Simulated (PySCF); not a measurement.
## Gallium: a sound run and one with changed settings

Sound run: Ga [Ar] 3d10 4s2 4p1, Ga⁺ [Ar] 3d10 4s2. Calculation: PySCF 2.14, in cc-pVTZ-DK (6s5p3d1f, 43 functions); scalar relativity by spin-free X2C-1e. In the sound run the correlated levels freeze [Ar] 3d10. The sound run starts from symmetry-adapted Hartree-Fock orbitals and uses a fine grid where one is needed.

A second run was set up differently.

```tsv
species	method	sound run (hartree)	changed run (hartree)	converged
Ga	UHF	-1942.17428	-1942.17428	yes
Ga	B3LYP	-1943.88248	-1943.88248	yes
Ga	BP86	-1944.12823	-1944.12823	yes
Ga	MP2	-1942.20753	-1942.20325	yes
Ga	CCSD(T)	-1942.22119	-1942.22119	yes
Ga⁺	UHF	-1941.97146	-1941.97146	yes
Ga⁺	B3LYP	-1943.66206	-1943.66206	yes
Ga⁺	BP86	-1943.90440	-1943.90440	yes
Ga⁺	MP2	-1941.99728	-1941.99393	yes
Ga⁺	CCSD(T)	-1942.00790	-1942.00790	yes
```

Ionisation energy of Ga:

| method | sound run (eV) | changed run (eV) |
| --- | --- | --- |
| UHF | 5.519 | 5.519 |
| B3LYP | 5.998 | 5.998 |
| BP86 | 6.091 | 6.091 |
| MP2 | 5.721 | 5.696 |
| SCS-MP2 | 5.704 | 5.681 |
| CCSD | 5.781 | 5.781 |
| CCSD(T) | 5.804 | 5.804 |

Problem. What was changed?
A. level shift left on
B. radial grid too coarse
C. a valence shell is frozen
D. angular grid far too coarse

Solution. A. It used initial guess minao, at most 50 SCF cycles, level shift 0.1 hartree. A level shift leaves the converged SCF energy unchanged but raises the virtual orbital energies, which shrinks MP2 if it is not removed.
